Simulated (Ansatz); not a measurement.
`CB(Br)CF` + H₂S → `CB(S)CF` + HBr  (ligand exchange at a B–Br bond)

Isolated molecules relaxed with PBE0-D4/def2-TZVP in Ansatz; ΔE leaves out vibrations. CCSD(T)/CBS is the MP2 limit (def2-TZVPP, def2-QZVPP) plus CCSD(T) − MP2 in def2-TZVPP, frozen cores. This one scheme is used for every species. Functionals use def2-TZVPP. B3LYP here is the variant with VWN-RPA as its local correlation; programs differ in this. For Br outer-core shells are correlated without core-valence functions, which leaves a few kJ/mol of doubt a bond. Scalar relativity is left out up to krypton. Each species was taken in one conformer, which may not be the lowest.

```csv
level,ΔE (kJ/mol),difference from CCSD(T)/CBS
r2SCAN-D4,0.7,-4.5
PBE0-D4,0.3,-4.9
B3LYP-D4,1.2,-4.0
ωB97X-V,3.1,-2.1
ωB97M-V,3.4,-1.8
B2PLYP,3.4,-1.8
PBE,-1.1,-6.3
PBE0,1.1,-4.1
B3LYP,2.5,-2.7
HF/def2-TZVPP,11.1,5.9
SCS-MP2/def2-TZVPP,5.8,0.6
CCSD/def2-TZVPP,5.5,0.3
CCSD(T)/def2-TZVPP,3.9,-1.3
MP2/def2-QZVPP,6.1,0.9
HF/CBS(def2),11.0,5.8
CCSD/CBS(def2),6.8,1.6
CCSD(T)/CBS,5.2,0
```

Largest T1 diagnostic among the species: 0.012.

In def2-TZVPP, CCSD(T) changes the Hartree–Fock value by −7.2 kJ/mol (the triples alone add −1.6 kJ/mol) and MP2 by −5.7 kJ/mol.
